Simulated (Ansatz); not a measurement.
Coupled-cluster diagnostics for the cluster WS2⁺, Ansatz.

Geometry of the doublet (PBE-D4/def2-TZVP):

Cartesian coordinates in Å:
```
W -0.403 -1.160 -0.487
S -0.778 0.891 0.312
S 1.181 0.268 0.175
```

In the def2 sets W takes a core potential; there is no spin–orbit coupling. Correlated methods freeze 10 core orbitals; core or outer-core shells of W are correlated, in sets that lack core-valence functions. In CCSD on the charge 1 doublet the largest single amplitude is 0.29, so its Hartree–Fock determinant may place the open shell otherwise than the density functionals do. No other spin state of charge 1 was run. The geometry of the doublet was relaxed on an unsound state (⟨S²⟩ 1.61, where a pure state has 0.75). Another isomer (doublet) lies 1.74 eV lower at PBE0-D4/def2-TZVP; other spin states weren't run for this one.

**Question.** Estimate the CCSD(T) correlation energy, the shares of MP2 and (T), T1 and the reference's ⟨S²⟩ for: charge 1, doublet, own geometry in def2-TZVPP; and the rough time on 4 threads of Arm Neoverse V2 on a shared host.

**Answer.** 
```csv
state,basis,correlation (eV),MP2 share (%),(T) share (%),T1,⟨S²⟩ (pure),wall time,remarks
"charge 1, doublet, own geometry",def2-TZVPP,-20.653,90.2,6.3,0.067,2.56 (0.75),56 s,"flagged by the program, large T1 (0.067), spin-contaminated (⟨S²⟩ 2.56)"
```
Customary marks for T1 are 0.02 (closed shells), 0.045 (open shells) and about 0.05 (3d metals). T1 exceeds 0.02 in 1 of 1 rows and 0.045 in 1; the higher it lies, the less the single-reference result can be trusted.
